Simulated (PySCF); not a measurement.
# Löwdin shares of the frontier orbitals

Species: CH10OS2Si3.
Z-matrix (Å and degrees, GFN2-xTB geometry), rows numbered from 1:
```
C 
Si  1  1.8926
O   2  1.6432  1  109.16
Si  3  1.5976  2  154.30  1   -41.84
S   4  2.1459  3  107.71  2    -8.04
Si  5  2.1381  4  101.30  3  -177.30
S   6  2.1357  5  106.22  4   177.91
H   1  1.0878  2  111.41  3   -63.58
H   1  1.0858  2  111.58  3   176.06
H   1  1.0879  2  110.70  3    55.94
H   2  1.4622  1  112.37  3  -117.16
H   2  1.4617  1  113.59  3   112.42
H   4  1.4525  3  108.17  2  -124.80
H   4  1.4533  3  108.97  2   108.57
H   6  1.4538  5  110.34  4    60.02
H   6  1.4543  5  110.34  4   -64.09
H   7  1.3232  6   96.76  5     0.39
```

Method used: TDDFT B3LYP/def2-SVPD, vertical, gas phase, core orbitals frozen in the response (PySCF 2.14.0, density-fitted response routines).

Frontier orbitals with the atoms that hold most of them (Löwdin shares over 4%, at most four atoms; ? is withheld):

```json
{"orbital": "HOMO-3", "ε (eV)": "-8.51", "atoms": "O3 31%, Si2 16%, H11 14%, C1 13%"}
{"orbital": "HOMO-2", "ε (eV)": "-8.37", "atoms": "S5 25%, O3 19%, S7 14%, Si4 9%"}
{"orbital": "HOMO-1", "ε (eV)": "-7.29", "atoms": "S7 70%, Si6 12%, H17 7%, H16 4%"}
{"orbital": "HOMO", "ε (eV)": "-7.27", "atoms": "S5 67%, Si4 9%, Si6 8%, S7 6%"}
{"orbital": "LUMO", "ε (eV)": "-0.84", "atoms": "?"}
{"orbital": "LUMO+1", "ε (eV)": "-0.67", "atoms": "Si6 27%, S7 22%, S5 17%, H17 9%"}
{"orbital": "LUMO+2", "ε (eV)": "-0.05", "atoms": "S5 26%, Si4 15%, S7 14%, Si6 11%"}
```

(1) Give the leading atoms of the LUMO.

(2) How does S1 compare with the orbital gap of 6.43 eV?

Answers

(1) S7 (bonded to Si and H) 18%; Si4 (bonded to O, S and 2 H) 18%; Si6 (bonded to 2 S and 2 H) 18%; S5 (bonded to 2 Si) 16%. By element: silicon 35% or more, sulfur 34%.

(2) S1 is at 5.35 eV (f = 0.0000), 1.08 eV below the gap, made of HOMO→LUMO (96%). Without the coupling terms of the response equations the lowest excitation would equal the gap.

Next come S2 at 5.38 eV (f 0.0003), HOMO-1→LUMO (75%), HOMO-1→LUMO+1 (19%); S3 at 5.58 eV (f 0.0005), HOMO→LUMO+1 (83%), HOMO-1→LUMO+1 (13%); S4 at 5.64 eV (f 0.013), HOMO-1→LUMO+1 (64%), HOMO-1→LUMO (19%), HOMO→LUMO+1 (14%); S5 at 6.23 eV (f 0.013), HOMO→LUMO+2 (92%).

One conformer stands for the species.
